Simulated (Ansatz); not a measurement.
A structure relaxed at r2SCAN-D4/def2-SVPD in Ansatz, charge -2, singlet:

Cartesian coordinates in Å:
```
B 0.847 -1.074 -0.296
B 0.864 -0.041 0.968
B -0.770 -0.716 0.522
B -1.174 0.694 -0.547
B -0.345 1.050 0.858
B 0.636 0.722 -0.672
B -0.438 -0.617 -1.259
I 2.407 -0.115 2.697
H 1.601 -2.001 -0.524
H -1.495 -1.468 1.159
H -2.147 1.313 -0.948
H -0.618 1.954 1.626
H 1.383 1.474 -1.284
H -0.752 -1.174 -2.300
```

Give its formula, name or SMILES and point group.

[closo-2-(I)B7H6]2- (B7H6I²⁻). Point group C2v (tolerance 0.1 Å).

Summarise the bond lengths by kind (pairs closer than 1.2 times the sum of covalent radii, bridged metal pairs left out).

15 × B–B 1.63 to 1.85 Å; 1 × B–I 2.32 Å; 6 × B–H 1.22 Å.

In the def2 sets I takes a core potential; there is no spin–orbit coupling. A multiply charged anion in the gas phase is held together partly by the finite basis. The highest occupied level of the charge -2 singlet lies above zero (up to 2.57 eV). The electron is either unbound and held by the finite basis, or the level is raised by self-interaction error.
